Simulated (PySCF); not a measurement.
## Simulated absorption spectrum

Species: CH5GeN.
Z-matrix (Å and degrees, PBE0-D3(BJ)/def2-SVP geometry), rows numbered from 1:
```
N 
C   1  1.2696
Ge  2  1.9635  1  119.55
H   1  1.0281  2  110.86  3   179.98
H   2  1.1111  1  122.94  3  -179.97
H   3  1.5416  2  109.20  1  -120.91
H   3  1.5417  2  109.20  1   121.32
H   3  1.5331  2  109.37  1     0.17
```

The calculation used PySCF, TDDFT wB97X-D/def2-SVPD, vertical, gas phase, core orbitals frozen in the response. Relativistic effects, spin–orbit coupling among them, are left out although an element past zinc is present.

Computed states:

| state | E (eV) | f |
| --- | --- | --- |
| S1 | 4.63 | 0.0037 |
| S2 | 7.00 | 0.0036 |
| S3 | 7.67 | 0.0000 |
| S4 | 7.72 | 0.0092 |
| S5 | 7.83 | 0.044 |
| S6 | 8.03 | 0.0024 |
| S7 | 8.05 | 0.366 |
| S8 | 8.23 | 0.0000 |
| S9 | 8.28 | 0.244 |
| S10 | 8.71 | 0.028 |

Each state is given a Gaussian of 0.4 eV full width at half maximum, with ε(max) = 2.175×10⁸ f / Δν̃ (Δν̃ the width in cm⁻¹). The width is an assumption, not a result. The curve ends short of the highest state used, and states not computed would add to its high-energy end.

Q: Give the broadened spectrum and its maxima.

A: 
| E (eV) | ε (L mol⁻¹ cm⁻¹) |
| --- | --- |
| 4.03 | 1 |
| 4.12 | 3 |
| 4.22 | 14 |
| 4.31 | 44 |
| 4.41 | 111 |
| 4.50 | 190 |
| 4.60 | 248 |
| 4.69 | 234 |
| 4.79 | 158 |
| 4.88 | 83 |
| 4.98 | 29 |
| 5.07 | 8 |
| 5.17 | 2 |
| 5.26 | 0 |
| 5.36 | 0 |
| 5.45 | 0 |
| 5.55 | 0 |
| 5.64 | 0 |
| 5.74 | 0 |
| 5.83 | 0 |
| 5.93 | 0 |
| 6.02 | 0 |
| 6.12 | 0 |
| 6.21 | 0 |
| 6.31 | 0 |
| 6.40 | 0 |
| 6.50 | 3 |
| 6.59 | 13 |
| 6.69 | 46 |
| 6.78 | 105 |
| 6.88 | 188 |
| 6.97 | 237 |
| 7.07 | 221 |
| 7.16 | 157 |
| 7.26 | 101 |
| 7.35 | 147 |
| 7.45 | 471 |
| 7.54 | 1306 |
| 7.64 | 3459 |
| 7.73 | 7328 |
| 7.83 | 14564 |
| 7.92 | 22981 |
| 8.02 | 31045 |
| 8.11 | 33901 |

Maxima: 268 nm (4.63 eV), ε about 250, made up of S1 (100%); 177 nm (7.00 eV), ε about 240, made up of S2 (100%) (ε in L mol⁻¹ cm⁻¹; maxima over ε = 5, shares over 10%). At its high-energy end, 8.11 eV, the curve is still rising (ε about 34000, from S7 and S9).

Q: Coming from long wavelengths, where does ε first pass 100 L mol⁻¹ cm⁻¹?

A: At about 282 nm (4.40 eV), 0.23 eV below S1.

Q: What would ε be at 4.63 eV, the highest of these maxima, with half the width (0.2 eV)?

A: About 501 L mol⁻¹ cm⁻¹ against 251, a factor of about 2.00; a lone state at its own centre would give exactly 2.

Q: On this curve, what absorbance would a 10⁻³ mol/L sample give at 280 nm over a 1 cm path?

A: 280 nm is 4.428 eV, where ε is about 130 L mol⁻¹ cm⁻¹, so A = ε c l ≈ 0.13 (Beer–Lambert, with the gas-phase spectrum and the assumed width).

The vertical ionisation energy (ΔSCF) is 9.78 eV, 1.07 eV above S10.

On x86-64 server, one thread, on a shared host, this took 11 s of wall time.
